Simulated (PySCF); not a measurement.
Input of a response calculation (the driver script's job line, then coordinates in Å):

```
{"job": {"kind": "uv", "xc": "B3LYP", "basis": "def2-SVPD", "nstates": 8, "ntriplets": 3}, "charge": 0, "multiplicity": 1}
F      2.653908     1.416752     0.157730
B      1.472515     0.796877     0.086906
C      0.214147     1.656305     0.032382
C     -1.085458     1.260331    -0.038254
C     -1.609965    -0.053747    -0.084816
C     -0.979510    -1.264724    -0.071098
C      0.392088    -1.587727    -0.005898
C      1.457034    -0.741928     0.064656
F      2.657641    -1.373629     0.118625
H      0.371255     2.729466     0.053569
H     -1.844770     2.035516    -0.064346
H     -2.691459    -0.097628    -0.142089
H     -1.631635    -2.128858    -0.118570
H      0.623530    -2.647479    -0.010964
```

The program printed:

```
coarse grid: 12880 points
cycle   1  E = -455.7601049189  dE =  1.269e+00  |g| = 6.274e-01  |ddm| = 1.924e+01
cycle   2  E = -455.6596418698  dE =  1.005e-01  |g| = 9.897e-01  |ddm| = 3.233e+00
cycle   3  E = -455.8360495462  dE = -1.764e-01  |g| = 1.072e-01  |ddm| = 1.646e+00
cycle   4  E = -455.8386153583  dE = -2.566e-03  |g| = 4.459e-02  |ddm| = 7.744e-01
cycle   5  E = -455.8390982909  dE = -4.829e-04  |g| = 1.792e-02  |ddm| = 1.781e-01
cycle   6  E = -455.8391828404  dE = -8.455e-05  |g| = 5.091e-03  |ddm| = 6.599e-02
cycle   7  E = -455.8391901032  dE = -7.263e-06  |g| = 7.558e-04  |ddm| = 1.873e-02
final grid: 128528 points
cycle   8  E = -455.9130022399  dE = -5.116e-05  |g| = 6.651e-03  |ddm| = 4.985e-01
cycle   9  E = -455.9129877643  dE =  1.448e-05  |g| = 1.031e-02  |ddm| = 6.693e-02
cycle  10  E = -455.9130126694  dE = -2.491e-05  |g| = 1.698e-03  |ddm| = 3.981e-02
cycle  11  E = -455.9130133754  dE = -7.060e-07  |g| = 2.955e-04  |ddm| = 5.246e-03
cycle  12  E = -455.9130133890  dE = -1.363e-08  |g| = 1.919e-04  |ddm| = 1.252e-03
cycle  13  E = -455.9130133985  dE = -9.437e-09  |g| = 3.103e-05  |ddm| = 6.775e-04
cycle  14  E = -455.9130133987  dE = -2.299e-10  |g| = 1.115e-05  |ddm| = 1.659e-04
converged SCF energy = -455.9130133987

Static polarisability (au): isotropic 87.056, principal 49.345 103.462 108.362

Singlet excitations
state   eV       nm        f      main configurations
  1   4.4759    277.0   0.12962   H->L 0.72, H->L+1 0.17
  2   4.5683    271.4   0.07018   H->L+1 0.56, H->L 0.22, H-1->L 0.20
  3   5.4796    226.3   0.00002   H-2->L 0.99
  4   6.0264    205.7   0.00014   H-2->L+1 0.97
  5   6.1322    202.2   0.53130   H-1->L 0.65, H->L+1 0.24
  6   6.2650    197.9   0.00006   H->L+2 0.99
  7   6.3248    196.0   0.32106   H-1->L+1 0.81
  8   6.4885    191.1   0.00090   H-3->L 0.97

Triplet excitations (Tamm-Dancoff, eV): 2.6760 3.5742 4.2478
```

Theory: PySCF 2.14.0, density-fitted response routines, TDDFT B3LYP/def2-SVPD, vertical, gas phase, core orbitals frozen in the response. Isolated species at its GFN2-xTB geometry, gas phase.

**Question.** What is the polarisability anisotropy, √(½[(α1 − α2)² + (α2 − α3)² + (α3 − α1)²])?

**Answer.** 56.73 au.

**Question.** Give the mean polarisability in Å³.

**Answer.** 87.06 au × 0.148185 = 12.90 Å³.

**Question.** What is the total energy of state 2 at this geometry?

**Answer.** -455.91301 + 0.16788 = -455.74513 hartree.

**Question.** How many basis functions and electrons does this run hold?

**Answer.** 226 basis functions for 64 electrons in 32 doubly occupied orbitals.

**Question.** What transition dipole goes with state 5?

**Answer.** |μ|² = 3f / (2ΔE) = 3 × 0.5313 / (2 × 0.2254) = 3.536 au, so |μ| = 4.78 D.

**Question.** Which species is it?

**Answer.** `FB1C=CC=CC=C1F` (C6H5BF2), point group Cs.

The SCF starts on a coarse grid; the energy jumps when the final grid takes over, and dE counts afresh there. H and L stand for HOMO and LUMO.
